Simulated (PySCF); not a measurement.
## TDDFT excited states: C5H11FS

Compound: C5H11FS.
InChI=1S/C5H11FS/c1-5(3-6)4-7-2/h5H,3-4H2,1-2H3/t5-/m1/s1

Method used: PySCF, TDDFT B3LYP/def2-SVPD, vertical, gas phase, core orbitals frozen in the response. Isolated species at its GFN2-xTB geometry (one conformer only). Torsions of this conformer, `[CH3:1][S:2][CH2:3][C@H:4]([CH3:5])[CH2:6][F:7]`: C1–S2–C3–C4 -74°, S2–C3–C4–C5 -65°, C3–C4–C6–F7 -64°.

```json
{"state": "S1", "λ (nm)": "232.8", "E (eV)": "5.33", "f": "0.0004", "main configurations (H = HOMO, L = LUMO)": "H→L (91%)"}
{"state": "S2", "λ (nm)": "216.1", "E (eV)": "5.74", "f": "0.015", "main configurations (H = HOMO, L = LUMO)": "H→L+1 (82%)"}
{"state": "S3", "λ (nm)": "208.2", "E (eV)": "5.96", "f": "0.019", "main configurations (H = HOMO, L = LUMO)": "H→L+2 (88%)"}
{"state": "S4", "λ (nm)": "198.3", "E (eV)": "6.25", "f": "0.018", "main configurations (H = HOMO, L = LUMO)": "H→L+3 (90%)"}
{"state": "S5", "λ (nm)": "192.5", "E (eV)": "6.44", "f": "0.0036", "main configurations (H = HOMO, L = LUMO)": "H→L+4 (89%)"}
{"state": "S6", "λ (nm)": "182.7", "E (eV)": "6.79", "f": "0.0044", "main configurations (H = HOMO, L = LUMO)": "H→L+5 (96%)"}
{"state": "S7", "λ (nm)": "178.1", "E (eV)": "6.96", "f": "0.0022", "main configurations (H = HOMO, L = LUMO)": "H→L+6 (70%), H→L+7 (23%)"}
{"state": "S8", "λ (nm)": "172.3", "E (eV)": "7.20", "f": "0.018", "main configurations (H = HOMO, L = LUMO)": "H→L+7 (58%), H→L+6 (24%), H→L+8 (13%)"}
```

Triplets, Tamm–Dancoff:

```
state  E (eV)  λ (nm)  main configurations (H = HOMO, L = LUMO)
   T1    4.97   249.4                     H→L (79%), H→L+4 (8%)
   T2    5.50   225.2     H→L+2 (42%), H→L+1 (32%), H→L+5 (11%)
   T3    5.64   219.7      H→L+1 (45%), H→L+2 (32%), H→L+3 (8%)
```

The lowest singlet comes at 233 nm (514 kJ/mol) in the ultraviolet; it is dark (f under 0.0005); its leading configuration is HOMO→LUMO (91%). The largest oscillator strength of a single state is 0.019. Löwdin shares by element: HOMO sulfur 69%, carbon 18% or more; LUMO sulfur 47%, hydrogen 15% or more, carbon 14% or more (atoms not listed hold the other 24%). Of the 8 states listed, 4 reach f = 0.01 and 1 stays under 0.0005. The listed states span 1.87 eV, and the widest gap between neighbours is 0.41 eV (S1 to S2). The oscillator strengths of these states sum to 0.080; summed over the whole spectrum of an exact calculation they would give the number of electrons, 66 (Thomas–Reiche–Kuhn). The window holds the lowest 8 singlets.

Time: 42 s. Hardware: an Arm Neoverse V2 with one thread (shared host).
